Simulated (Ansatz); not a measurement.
C2H6N2, SMILES `[H]/N=C\CN` (charge 0, multiplicity 1).

Computed with PBE0/cc-pVTZ // B3LYP-D3(BJ)/def2-TZVP (Ansatz, a program for electronic structure).

Ansatz 0.2 input:
```yaml
crystal:
  periodic: [false, false, false]
  atoms:
    - { symbol: N, position_ang: [-1.89132, -0.034783, -0.765965] }
    - { symbol: C, position_ang: [-0.761892, 0.456312, -0.475516] }
    - { symbol: C, position_ang: [0.180598, 0.028605, 0.62283] }
    - { symbol: N, position_ang: [1.511971, -0.352759, 0.152263] }
    - { symbol: H, position_ang: [-2.138041, -0.789288, -0.118717] }
    - { symbol: H, position_ang: [-0.393526, 1.271274, -1.108405] }
    - { symbol: H, position_ang: [-0.257359, -0.810914, 1.170164] }
    - { symbol: H, position_ang: [0.298313, 0.84957, 1.336583] }
    - { symbol: H, position_ang: [1.447688, -1.058912, -0.571933] }
    - { symbol: H, position_ang: [2.003567, 0.440895, -0.241305] }
basis:
  gaussian: { orbitals: cc-pVTZ }
hamiltonian:
  xc: pbe0
```

Output:

```
Functional definition: PBE0
1062 factors; their error is unknown
mean field evaluation 1: about -5139.0648 eV, gradient 6.2e1 eV
mean field evaluation 2: about -5135.2154 eV, gradient 7.4e1 eV
mean field evaluation 4: about -5146.7588 eV, gradient 4.6e0 eV
mean field evaluation 8: about -5146.7942 eV, gradient 3.4e-1 eV
mean field evaluation 16: about -5146.7944 eV, gradient 1.9e-5 eV
mean field -5146.79438040 eV, -189.1412048570 hartree, gradient 1.9e-5 eV, S^2 0.000000; 0 other end points of the search recorded, 0 dependent functions left out
reference -5146.79440564 eV, -189.1412057849 hartree; 16, 16 occupied and 188, 188 virtual orbitals, 1062 factors
Total energy: -5146.79440564 eV, -189.1412057849 hartree
```
